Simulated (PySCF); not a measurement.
Vertical excitations of a molecule CH11N3Si2 from TDA-PBE/def2-SVPD run with PySCF, as energy in eV (oscillator strength): 4.82 (0.008), 5.19 (0.012), 5.28 (0.038), 5.40 (0.007), 5.58 (0.016), 5.80 (0.014). Lowest triplet (TDA): 4.53 eV. Geometry optimised at B3LYP-D3(BJ)/def2-SVP. One conformer was computed; it need not be the lowest.

**Question.** Which structure fits?
A. N[SiH](N)NC[SiH3]
B. CN([SiH3])[SiH](N)N
C. N[SiH](N)CN[SiH3]
D. C[Si@H](N)[SiH](N)N

**Answer.** D, C[Si@H](N)[SiH](N)N
